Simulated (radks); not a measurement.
The table gives one normalised radial function P(r) = r R(r) of Mg in [He] 2s1.5 2p6 3s2 4s0.5 (r in bohr). Calculated with a radial shooting solver on a logarithmic mesh with Libxc functionals: scalar-relativistic Kohn-Sham, exchange-only B88, spin-polarised, spherical densities, finite nucleus; open shells are filled with parallel spins first; Fermi nuclear charge, rms radius 3.057 fm.

| r | P |
|---|---|
| 0.01496 | 0.0113 |
| 0.02285 | 0.0251 |
| 0.03492 | 0.0544 |
| 0.05379 | 0.1156 |
| 0.08219 | 0.2296 |
| 0.1256 | 0.4230 |
| 0.1919 | 0.7000 |
| 0.2933 | 0.9983 |
| 0.4481 | 1.1649 |
| 0.6848 | 1.0434 |
| 1.046 | 0.6663 |
| 1.599 | 0.2712 |
| 2.443 | 0.0591 |
| 3.763 | 0.0048 |
| 5.751 | 0.0001 |
| 8.787 | 0.0000 |
| 13.43 | 0.0000 |
| 20.52 | 0.0000 |
| 31.35 | 0.0000 |

Which n and l does it have? It may be an empty orbital.

Answer. n = 2, l = 1: the number of nodes gives n - l - 1 = 0, the rise at small r (about r^(l+1)) gives l, and the extent must fit the shell. The curve is that of 2p down; the table hardly tells the two spins apart. 2p down: eigenvalue -54.827 eV, 0 radial nodes, <r> = 0.672 bohr, 90 % of the charge inside 1.14 bohr.
